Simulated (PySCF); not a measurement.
Sn(OH)3 (H3O3Sn), SMILES [OH][Sn]([OH])[OH], multiplicity 2.

Geometry: B3LYP-D3(BJ)/def2-SVP. The multiplicity is an assumed one; other spin states were not compared. The isomer is the one that the SMILES or the coordinates give; other isomers of the formula were not compared. The def2 effective core potentials stand for the cores of Sn; spin–orbit coupling is left out. One conformer was computed; it need not be the lowest.

The numbers are results of TDA-CAM-B3LYP/def2-SVPD (PySCF 2.14.0), not measurements.

Vertical excitations; the highest root listed may be one member of a degenerate set. The molecule is in vacuum.

```tsv
state	energy (eV)	λ (nm)	f	main pairs
root 1	3.00	413	0.001	β HOMO→LUMO (degenerate set)
root 2	3.00	413	0.001	β HOMO−1→LUMO (degenerate set)
root 3	3.85	322	0.023	β HOMO−4→LUMO 92 %
root 4	3.94	315	0.041	β HOMO−2→LUMO (degenerate set)
root 5	3.94	315	0.041	β HOMO−3→LUMO (degenerate set)
root 6	5.18	239	0.010	α HOMO→LUMO+2 8 %, β HOMO−5→LUMO 84 %
root 7	5.65	219	0.147	α HOMO→LUMO+1 (degenerate set)
root 8	5.65	219	0.147	α HOMO→LUMO (degenerate set)
root 9	6.02	206	0.134	α HOMO→LUMO+2 67 %, α HOMO→LUMO+3 17 %, β HOMO−5→LUMO 9 %
root 10	6.80	182	0.034	α HOMO→LUMO+3 75 %, α HOMO→LUMO+2 19 %
```
Unrestricted roots are not spin-pure.
